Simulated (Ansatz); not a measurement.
Consider the redistribution: `[Cl][Hf]([Cl])([Cl])[Br]` + `[SH][Al]([SH])[Cl]` → `[Cl][Hf]([Cl])([Cl])[Cl]` + `[SH][Al]([SH])[Br]`.

Gas-phase electronic energies from Ansatz, PBE0-D4/def2-TZVP geometries. CBS: MP2 limit from def2 TZ/QZ plus the TZ coupled-cluster correction, frozen cores. Functionals use def2-TZVPP. Elements past krypton have def2 core potentials. For Br, Hf outer-core shells are correlated without core-valence functions, which leaves a few kJ/mol of doubt a bond. Scalar relativity is left out up to krypton. Each species was taken in one conformer, which may not be the lowest.

```csv
species,LC-ωPBE energy (Eh)
`[Cl][Hf]([Cl])([Cl])[Br]`,-4002.42998
`[SH][Al]([SH])[Cl]`,-1499.99404
`[Cl][Hf]([Cl])([Cl])[Cl]`,-1888.72145
`[SH][Al]([SH])[Br]`,-3613.70252
```

**Question.** Work out ΔE.

**Answer.** ΔE = (-1888.72145) + (-3613.70252) − (-4002.42998) − (-1499.99404) = 0.00005 Eh = +0.1 kJ/mol. CCSD(T)/CBS gives +1.8 kJ/mol.

**Question.** What do rigid-rotor, harmonic-oscillator terms from PBE0-D4/def2-TZVP frequencies (298.15 K, 1 bar) make of the CCSD(T)/CBS value? (An estimate is asked.)

**Answer.** Ansatz gave: ΔZPE = 0.0 kJ/mol, ΔH = +1.7 kJ/mol, ΔS = -11 J/(mol·K), ΔG = +4.9 kJ/mol.

Largest T1 diagnostic among the species: 0.014.

Leaving LDA and LC-ωPBE aside and taking each functional with its dispersion term where it has one, the values, not all of them listed here, spread over 2.6 kJ/mol, from revPBE-D4 to PBE-QIDH.
